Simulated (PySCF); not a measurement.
PySCF 2.14 output of an unrestricted PBE0 calculation on a single atom or ion in x2c-QZVPPall with one added diffuse shell each of s, p, d, f, g type (12s8p6d4f3g, 121 functions), with the spin-free X2C one-electron Hamiltonian (Gaussian nucleus):

```
SCF conv_tol = 1e-09
number electrons alpha = 10  beta = 9
    C. Adamo and V. Barone.,  J. Chem. Phys. 110, 6158 (1999)
    M. Ernzerhof and G. E. Scuseria.,  J. Chem. Phys. 110, 5029 (1999)
cycle= 1 E= -763.013077835943  delta_E= -0.00535  |g|= 0.0121  |ddm|= 0.168
cycle= 2 E= -763.013129389607  delta_E= -5.16e-05  |g|= 0.00369  |ddm|= 0.0244
cycle= 3 E= -763.013131955525  delta_E= -2.57e-06  |g|= 0.000457  |ddm|= 0.00573
cycle= 4 E= -763.013132122899  delta_E= -1.67e-07  |g|= 5.2e-05  |ddm|= 0.00122
cycle= 5 E= -763.013132125872  delta_E= -2.97e-09  |g|= 4.65e-06  |ddm|= 0.000174
cycle= 6 E= -763.013132125882  delta_E= -1e-11  |g|= 2.69e-07  |ddm|= 1.27e-05
converged SCF energy = -763.013132125882  <S^2> = 0.75001812  2S+1 = 2.0000181
```

The run itself started from symmetry-adapted Hartree-Fock orbitals and held the occupation by maximum overlap, on a logarithmic radial grid, so the iterations belong to that start.

Question: Which element, charge and spin multiplicity is this?

Answer: Sc²⁺ (scandium, charge +2), multiplicity 2; the state was [Ar] 4p1, 2P determinant (an excited configuration).
